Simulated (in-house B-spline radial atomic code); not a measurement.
The iridium ion Ir⁶⁺: [Ar] 3d10 4s2 (4p1/2)1 (4p3/2)4 4d10 4f14 5s2 5p6 5d4 (with a hole in an inner shell)

Method: Dirac-Hartree-Fock, average of the jj configuration, Fermi nucleus of rms radius 5.4032 fm. Calculated with an all-electron radial atomic-structure program (B-spline basis).

Effective charges: Z_r = [3n² - l(l+1)]/(2<r>) from the radius, Z_e = n√(-2ε) from the energy, and Slater's rules. Values are occupation-weighted means over j. An effective charge above Z reflects the relativistic contraction of the inner shells.

```tsv
shell	electrons	ε (eV)	<r> (bohr)	Z_r	Z_e	Slater
1s	2	-76724	0.01744	86.02	75.09	76.70
2s	2	-13651	0.07291	82.29	63.35	72.85
2p	6	-11967	0.06575	76.04	59.32	72.85
3s	2	-3336.4	0.1895	71.25	46.98	65.75
3p	6	-2828.4	0.1901	65.77	43.25	65.75
3d	10	-2223.5	0.1733	60.60	38.35	55.85
4s	2	-818.92	0.4222	56.85	31.03	49.60
4p	5	-639.65	0.4512	50.97	27.43	49.60
4d	10	-424.79	0.4748	44.22	22.35	38.85
5s	2	-201.54	0.9611	39.02	19.24	20.20
4f	14	-178.79	0.5153	34.93	14.50	27.45
5p	6	-150.65	1.077	33.88	16.64	20.20
5d	4	-90.524	1.348	25.59	12.90	8.95
```

The least bound orbital is 5d5/2 at -89.82 eV, and it is also the most diffuse (<r> = 1.359 bohr). The part-filled 4p shell lies below the filled 5p shell in orbital energy.

For the 1s electron the small component carries 8.5 % of the norm, the zero-frequency Breit interaction raises the level by 277.1 eV, self-energy by 176 eV, and vacuum polarisation lowers it by 34.82 eV.

The density falls to 0.001 bohr⁻³ at 2.83 bohr; Σ<r²> = 27.495 bohr² gives, by the non-relativistic formula and without the paramagnetism of open shells, a Langevin diamagnetic susceptibility of -21.78×10⁻⁶ cm³/mol.
